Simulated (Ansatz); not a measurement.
`O=CN[SiH3]` → `NC(=O)[SiH3]`  (isomerisation)

Program: Ansatz. Geometries: PBE0-D4/def2-TZVP. ΔE: electronic, gas phase. CCSD(T)/CBS is the MP2 limit (def2-TZVPP, def2-QZVPP) plus CCSD(T) − MP2 in def2-TZVPP, frozen cores. DFT in def2-TZVPP. One conformer a species, not always the lowest.

Question: Is it downhill or uphill in electronic energy at CCSD(T)/CBS, and by how much? (An estimate is asked.)

Answer: Ansatz gave: Uphill: ΔE = +16.7 kcal/mol.

Question: What do these levels give: PBE-D4, r2SCAN-D4, r2SCANh-D4, CAM-B3LYP-D4, HF/def2-SVP, MP2/def2-SVP? (Estimate.)

Answer: Computed: PBE-D4 13.1, r2SCAN-D4 15.2, r2SCANh-D4 15.6, CAM-B3LYP-D4 16.2, HF/def2-SVP 19.2, MP2/def2-SVP 17.8 kcal/mol.

Question: What do rigid-rotor, harmonic-oscillator terms from PBE0-D4/def2-TZVP frequencies (298.15 K, 1 bar) make of the CCSD(T)/CBS value? (Best estimate.)

Answer: Ansatz gave: ΔZPE = -0.6 kcal/mol, ΔH = +16.4 kcal/mol, ΔS = 9 J/(mol·K), ΔG = +15.7 kcal/mol.

Largest T1 diagnostic among the species: 0.016.

Leaving LDA and LC-ωPBE aside and taking each functional with its dispersion term where it has one, the values, not all of them listed here, spread over 4.2 kcal/mol, from PBE-D4 to BHLYP-D4. From PBE to PBE0 (25 % exact exchange), in def2-TZVPP and without D4, ΔE moves by +1.6 kcal/mol.
